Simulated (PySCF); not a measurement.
H2Si2, SMILES [Si]=[SiH2], B3LYP/def2-SVP optimised geometry.

```
4

Si    -0.69     0.00     0.00
Si     1.52     0.00     0.00
H     -1.52     1.24     0.00
H     -1.52    -1.24     0.00
```

Density from B3LYP/def2-TZVP (PySCF) at that geometry.

Minimum of the electron density along straight lines between bonded atoms, close to the bond critical point (lines longer than 1.1 times the sum of covalent radii, or with two minima, are not listed):

```json
[
 {"bond": "Si1–Si2", "length / Å": "2.206", "ρ at the minimum / e bohr⁻³": "0.101", "∇²ρ there / e bohr⁻⁵": "-0.10", "position (fraction from the first atom)": "0.62"},
 {"bond": "Si1–H3", "length / Å": "1.493", "ρ at the minimum / e bohr⁻³": "0.118", "∇²ρ there / e bohr⁻⁵": "0.14", "position (fraction from the first atom)": "0.49"},
 {"bond": "Si1–H4", "length / Å": "1.493", "ρ at the minimum / e bohr⁻³": "0.118", "∇²ρ there / e bohr⁻⁵": "0.14", "position (fraction from the first atom)": "0.49"}
]
```
